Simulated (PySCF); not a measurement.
Species: C₆H₉N₃Si.
Numbering: `[CH:1]#[C:2][c:3]1[n:4][n:5]([CH2:6][CH3:7])[n:8][c:9]1[SiH3:10]`

Structure used (GFN2-xTB), in Å, numbered top down from 1:
```xyz
19
C6H9N3Si angstrom
C      3.072    2.345   -0.097
C      2.120    1.622   -0.206
C      1.028    0.747   -0.318
N     -0.197    1.118   -0.683
N     -0.895    0.009   -0.664
C     -2.296   -0.019   -0.968
C     -3.130    0.240    0.283
N     -0.226   -1.062   -0.313
C      1.015   -0.652   -0.079
Si     2.396   -1.794    0.454
H      3.896    2.987   -0.007
H     -2.486    0.751   -1.719
H     -2.520   -1.006   -1.380
H     -2.939   -0.528    1.028
H     -2.880    1.211    0.705
H     -4.187    0.230    0.030
H      3.461   -1.724   -0.550
H      1.857   -3.146    0.562
H      2.900   -1.321    1.747
```

NICS is the negative of the GIAO shielding at a point without a nucleus: at the ring centre (0) and 1 Å above and below it (1); zz is the component along the ring normal. Level: GIAO PBE0/pcSseg-1 (PySCF, non-relativistic, gas phase) on the GFN2-xTB geometry, one conformer.

Ring bond lengths (Å), with Mayer bond orders in brackets: C3–N4 1.331 (1.42), N4–N5 1.310 (1.25), N5–N8 1.311 (1.24), N8–C9 1.328 (1.48), C9–C3 1.419 (1.24).

Question: What do the NICS probes read (ppm)?

Answer: 
```json
{"ring": "C3–N4–N5–N8–C9", "type": "5-membered ring with 3 N; formal bonds all aromatic", "NICS(0)": "-13.0", "NICS(1), two faces": "-13.0 / -13.0", "NICS(1)zz, two faces": "-31.1 / -32.1", "rms pucker (Å)": "0.00", "centre to ring atoms, mean (Å)": "1.14"}
```

Question: What do they say, and how far can they be read as aromaticity?

Answer: 
- C3–N4–N5–N8–C9: mean NICS(1)zz -31.6 ppm, shielded. The ring is flat and has no four-coordinate atom; by the NICS criterion it is aromatic.

Question: And the bond-length index? Use HOMA with the parameters of Krygowski (1993).

Answer: 
- C3–N4–N5–N8–C9: HOMA 0.95; the largest term is that of C9–C3, α(R − Ropt)² = 0.24. The geometric and the magnetic index point the same way.

Question: What field does 7.05 T along the ring normal induce along that normal at the first NICS(1) probe listed for ring C3–N4–N5–N8–C9, 1 Å off the ring?

Answer: NICSzz × B0 = -31.1 ppm × 7.05 T = -219 μT, against the applied field.

Question: How shielded are the nuclei of the rings and their hydrogens (means over atoms taken as equivalent)?

Answer: 
```json
{"atoms": "C3", "environment": "substituted aromatic carbon", "σ isotropic (ppm)": "44.2"}
{"atoms": "N4", "environment": "pyridine-type nitrogen", "σ isotropic (ppm)": "-104.9"}
{"atoms": "N5", "environment": "pyrrole-type nitrogen", "σ isotropic (ppm)": "-23.2"}
{"atoms": "N8", "environment": "pyridine-type nitrogen", "σ isotropic (ppm)": "-110.2"}
{"atoms": "C9", "environment": "substituted aromatic carbon", "σ isotropic (ppm)": "38.7"}
```
